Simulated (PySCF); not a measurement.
From one molecule to another.

First species: C3H3P.
InChI=1S/C3H3P/c1-2-3-4/h2H,1H2

Second species: C5H7F3Si.
Geometry (GFN2-xTB, Å), atoms numbered from 1 in this order:
```xyz
16
C5H7F3Si angstrom
C      3.4033    0.2147    0.5093
C      1.9711    0.0799    0.5925
C      0.7711   -0.0319    0.6610
Si    -1.0577   -0.1703    0.7670
C     -1.7703   -1.6760   -0.1318
C     -1.6964    1.3808   -0.2409
F     -1.2684    2.5563    0.2656
F     -3.0463    1.4606   -0.2630
F     -1.3097    1.3713   -1.5345
H      3.6652    1.2603    0.3506
H      3.7856   -0.3783   -0.3210
H      3.8634   -0.1319    1.4342
H     -1.5671    0.0357    2.1242
H     -1.4853   -2.5975    0.3665
H     -1.4093   -1.7276   -1.1567
H     -2.8568   -1.6372   -0.1670
```

Levels: B3LYP/def2-SVPD for dipole moment, HOMO energy, LUMO energy, HOMO–LUMO gap, static isotropic polarisability and electronic spatial extent ⟨r²⟩ about the centre of nuclear charge; TDDFT B3LYP/def2-SVPD for lowest singlet excitation; TDA B3LYP/def2-SVPD for lowest triplet excitation (Tamm–Dancoff); GFN2-xTB for rotational constant A and rotational constant C. Geometries: GFN2-xTB. Each structure is a single optimised conformer of the isolated species, non-relativistic unless stated; the electronic structure was computed with PySCF and density fitting.

Dipoles, sizes and rotational constants follow the conformer. The torsions of the flexible species, by atom-mapped SMILES:
- `[CH3:1][C:2]#[C:3][Si@H:4]([CH3:5])[C:6]([F:7])([F:8])[F:9]`: C3–Si4–C6–F7 -60°

Values for the first species:

```
Dipole moment                                                     : 1.25 D
HOMO energy                                                       : -6.77 eV
LUMO energy                                                       : -2.18 eV
HOMO–LUMO gap                                                     : 4.59 eV
Lowest singlet excitation                                         : 3.83 eV
Lowest triplet excitation (Tamm–Dancoff)                          : 2.49 eV
Static isotropic polarisability                                   : 66.2 au
Electronic spatial extent ⟨r²⟩ about the centre of nuclear charge : 436 bohr²
Rotational constant A                                             : 47.017 GHz
Rotational constant C                                             : 2.684 GHz
```

Q: Estimate the same properties for the second species, and the change in each.

A: 
```json
{"property": "dipole moment", "first": "1.25 D", "second": "3.73 D", "second less first": "+2.48 D"}
{"property": "HOMO energy", "first": "-6.77 eV", "second": "-7.79 eV", "second less first": "-1.02 eV"}
{"property": "LUMO energy", "first": "-2.18 eV", "second": "-0.47 eV", "second less first": "+1.71 eV"}
{"property": "HOMO–LUMO gap", "first": "4.59 eV", "second": "7.32 eV", "second less first": "+2.73 eV"}
{"property": "lowest singlet excitation", "first": "3.83 eV", "second": "5.89 eV", "second less first": "+2.06 eV"}
{"property": "lowest triplet excitation (Tamm–Dancoff)", "first": "2.49 eV", "second": "4.98 eV", "second less first": "+2.49 eV"}
{"property": "static isotropic polarisability", "first": "66.2 au", "second": "90.3 au", "second less first": "+24.1 au"}
{"property": "electronic spatial extent ⟨r²⟩ about the centre of nuclear charge", "first": "436 bohr²", "second": "1750 bohr²", "second less first": "+1314 bohr²"}
{"property": "rotational constant A", "first": "47.017 GHz", "second": "1.920 GHz", "second less first": "-45.097 GHz"}
{"property": "rotational constant C", "first": "2.684 GHz", "second": "0.660 GHz", "second less first": "-2.024 GHz"}
```

On the first: The principal polarisabilities are 41.1, 50.0 and 107.5 au; their mean is the isotropic value.

On the second: A dipole of 3.73 D is allowed in C1, and pure rotational transitions are dipole-allowed. In wavenumbers S1 is 47500 cm⁻¹ (1 eV = 8065.54 cm⁻¹).
